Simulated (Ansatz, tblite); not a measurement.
Forces on [closo-1-(I)B7H6]2- (B₇H₆I²⁻) at its r2SCAN-D4/def2-SVPD geometry. The state is a singlet with charge -2.

In the def2 sets I takes a core potential; there is no spin–orbit coupling. The xTB rows come from tblite. A multiply charged anion in the gas phase is held together partly by the finite basis. At PBE-D4/def2-TZVPD the highest occupied level of the charge -2 singlet lies above zero (up to 2.74 eV). The electron is either unbound and held by the finite basis, or the level is raised by self-interaction error.

GFN1-xTB (tblite), largest force 3.78 eV/Å:

```xyz
14
positions Å, forces eV/Å
B    -1.125    0.693   -0.539   -0.606    0.272   -0.117
B    -0.003    1.324    0.533   -0.099    0.557    0.367
B     0.590    0.249   -0.764    2.235    0.943   -2.895
B     0.592   -1.291    0.140    0.170   -0.625    0.190
B     1.058    0.098    0.953    0.380    0.003    0.557
B    -0.719   -0.303    0.931   -1.285   -0.541    1.664
B    -0.758   -0.923   -0.781   -0.440   -0.459   -0.227
I     1.995    0.841   -2.584   -0.394   -0.166    0.510
H    -2.036    1.306   -1.064    0.106   -0.076    0.070
H     0.044    2.476    0.923   -0.010   -0.141   -0.042
H     1.147   -2.372    0.196   -0.072    0.129   -0.001
H     2.011    0.202    1.702   -0.120   -0.014   -0.085
H    -1.442   -0.608    1.868    0.067    0.028   -0.087
H    -1.355   -1.690   -1.513    0.068    0.091    0.095
```

GFN2-xTB (tblite), largest force 1.03 eV/Å:

```
B 0.790 -0.513 0.423
B -0.023 -0.970 -0.354
B -0.312 -0.131 0.404
B -0.454 0.924 -0.069
B -0.791 -0.082 -0.657
B 0.184 0.078 -0.238
B 0.524 0.658 0.598
I 0.224 0.095 -0.290
H -0.182 0.124 -0.106
H 0.010 0.231 0.077
H 0.112 -0.217 0.010
H 0.192 0.022 0.150
H -0.155 -0.066 0.201
H -0.119 -0.154 -0.148
```

PBE-D4/def2-TZVPD (Ansatz), largest force 0.15 eV/Å:

```
B 0.019 -0.018 0.018
B -0.005 -0.031 -0.005
B 0.072 0.031 -0.094
B -0.018 0.026 0.004
B -0.028 -0.005 -0.014
B -0.027 -0.010 0.036
B 0.011 0.018 0.024
I -0.087 -0.037 0.112
H 0.064 -0.041 0.034
H -0.002 -0.078 -0.029
H -0.036 0.074 -0.006
H -0.063 -0.006 -0.053
H 0.058 0.024 -0.075
H 0.042 0.053 0.048
```
